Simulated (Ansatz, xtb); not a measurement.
## Two isomers of F3GeH3Si

Structure X is `[F][Ge]([F])([F])[SiH3]`, a singlet and structure Y is `F[SiH2][GeH]([F])[F]`, a singlet. Both are isolated molecules in the gas phase, relaxed with PBE0-D4/def2-SVP; the shapes shown needn't be the lowest conformers.

X (Å):

| atom | x (Å) | y (Å) | z (Å) |
| --- | --- | --- | --- |
| F | -3.0585 | -2.2829 | -0.4435 |
| F | -2.0902 | 0.2566 | -0.1586 |
| F | -1.5192 | -1.1785 | -2.4132 |
| Ge | -1.6519 | -1.3201 | -0.7003 |
| Si | 0.3015 | -2.1834 | 0.3400 |
| H | 0.0314 | -2.2442 | 1.8021 |
| H | 0.5424 | -3.5367 | -0.2302 |
| H | 1.4170 | -1.2496 | 0.0266 |

Y (Å):

```yaml
atoms:
  - { symbol: F, position_ang: [-1.0104, -0.3743, -2.8088] }
  - { symbol: F, position_ang: [1.8562, -2.7554, -2.4322] }
  - { symbol: F, position_ang: [1.2706, -1.4930, -0.0633] }
  - { symbol: Ge, position_ang: [0.6529, -2.6662, -1.1840] }
  - { symbol: Si, position_ang: [-1.3650, -1.8097, -2.1398] }
  - { symbol: H, position_ang: [-1.8599, -2.7371, -3.1939] }
  - { symbol: H, position_ang: [-2.3887, -1.6191, -1.0759] }
  - { symbol: H, position_ang: [0.6666, -4.0216, -0.4583] }
```

Problem. Which of the two would you expect PBE0-D4/def2-SVP electronic energies to favour?

Solution. Structure Y; the calculation gives E(Y) − E(X) = −17.2 kJ/mol.

Level by level:

| level | geometry | E(Y) − E(X) (kJ/mol) | departure from the last row (kJ/mol) | job, with rough time for the two |
| --- | --- | --- | --- | --- |
| GFN2-xTB | GFN2-xTB | −29.3 | −12.2 | optimisation, 0.1 s |
| HF/STO-3G | GFN2-xTB | −0.2 | +17.0 | single point, 0.38 s |
| r2SCAN-D4/def2-SVP | GFN2-xTB | −15.3 | +1.8 | single point, 3.7 s |
| PBE0-D4/def2-SVP | PBE0-D4/def2-SVP | −17.2 |  | optimisation, 25 s |

As drawn, Y has 1 F–Si, 1 Ge–H in place of 1 F–Ge, 1 Si–H.

HF/STO-3G finds them nearly level. The largest departure from PBE0-D4/def2-SVP is that of HF/STO-3G, 17.0 kJ/mol. No coupled-cluster energies are at hand for both structures. No reliable frequencies are at hand for Y, so it isn't confirmed as a minimum.

Programs: Ansatz 0.2.0, xtb 6.7.1; the last row on 2 threads of Arm Neoverse V2 on a shared host.
